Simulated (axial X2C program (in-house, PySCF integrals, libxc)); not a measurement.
# Ga: configurations by level of theory

Calculated with an in-house all-electron X2C program for linear molecules (integrals from PySCF), basis dyall-cv3z (cores contracted in-house), spin-free (one-electron X2C) and two-component (2c, atomic mean-field Coulomb and Gaunt terms). Energies in eV from the lowest row of each column (rows without correlated energies are left out; n/a marks j-coupled starts, which PBE0 does not hold); electrons by l are Mulliken totals of the Hartree–Fock solution, and PBE0 can relax to another configuration under the same block occupation. Coupled cluster uses truncated natural virtuals with an MP2 remainder. Frozen shells in the correlated columns: 3 s, 2 p.

The low spin-free determinants:

```json
{"electrons by l": "s8 p13 d10", "M_S, M_L": "1/2, 0", "HF": "0.00", "MP2": "0.01", "CCSD(T)": "0.00", "PBE0": "0.00"}
{"electrons by l": "s8 p13 d10", "M_S, M_L": "1/2, 1", "HF": "0.06", "MP2": "0.00", "CCSD(T)": "0.00", "PBE0": "0.06"}
```

And the two-component ones:

```csv
electrons by l,2M_J,HF,MP2,CCSD(T),PBE0
s8 p13 d10,1,0.00,0.00,0.00,n/a
s8 p13 d10,1,0.12,0.03,0.04,0.02
s8 p13 d10,1,0.10,0.08,0.08,0.00
s8 p13 d10,3,0.18,0.08,0.09,0.10
```

Ground level as tabulated from the NIST Atomic Spectra Database (leading term): 2S+1 = 2, L = 1, J = 1/2.

Spin-free rows of one term, and 2c rows of one J level, should be degenerate; broken spherical symmetry, the missing current term of PBE0 and determinants that mix terms or J levels spread them. The search is wide but not exhaustive and can miss a configuration; gaps between s and d configurations can be off by some tenths of an eV with this basis and core.

The run took 120 s on 1 thread of Intel(R) Xeon(R) Processor @ 2.30GHz (shared host).
